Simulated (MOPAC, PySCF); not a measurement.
C10H7Cl, SMILES `Clc1ccc2ccccc2c1`, neutral singlet in the gas phase. 

Z-matrix (Å, degrees):
```
C
C 1 1.4175
C 2 1.3742 1 120.00
H 2 1.0916 3 120.13 1 180.00
C 3 1.4143 2 121.34 4 -180.00
C 5 1.3732 3 119.42 2 0.00
H 5 1.0910 6 121.31 3 180.00
H 6 1.0930 5 119.84 7 0.00
C 6 1.4185 8 118.91 5 180.00
C 9 1.4177 6 122.26 8 0.00
C 10 1.3752 9 120.76 6 -180.00
H 11 1.0924 10 120.10 9 -180.00
H 10 1.0931 11 120.48 12 0.00
C 11 1.4140 12 119.68 10 -180.00
C 14 1.3750 11 120.41 12 180.00
H 14 1.0926 15 119.96 1 180.00
H 15 1.0930 14 120.49 16 0.00
Cl 3 1.7324 2 120.06 4 0.00
```
Charge 0, spin multiplicity 1.

All levels are single points at this geometry (PBE0-D4/def2-SVP); Pople sets use spherical d functions. Orbital energies aren't observables, and empty levels follow the basis.

| level | HOMO (eV) | LUMO (eV) | gap (eV) | dipole (D) | vertical IE, Delta-SCF (eV) |
|---|---|---|---|---|---|
| PBE0-D4/def2-TZVP in PySCF | -6.48 | -1.47 | 5.02 | 1.82 | 8.10 |
| B3LYP/6-311+G** in PySCF | -6.33 | -1.66 | 4.67 | 1.89 | – |
| B3LYP/6-31G* in PySCF | -6.01 | -1.25 | 4.76 | 1.99 | 7.82 |
| B3LYP/LANL2DZ in PySCF | -6.23 | -1.45 | 4.79 | 2.17 | – |
| BP86/6-31G* in PySCF | -5.42 | -2.02 | 3.40 | 1.89 | – |
| M06-2X/6-31G* in PySCF | -7.30 | -0.42 | 6.89 | 2.04 | – |
| HF/3-21G in PySCF | -8.20 | 2.20 | 10.39 | 2.59 | – |
| HF/STO-3G in PySCF | -6.52 | 5.09 | 11.61 | 2.66 | – |
| PM3 in MOPAC | -8.89 | -0.66 | 8.23 | 1.19 | – |
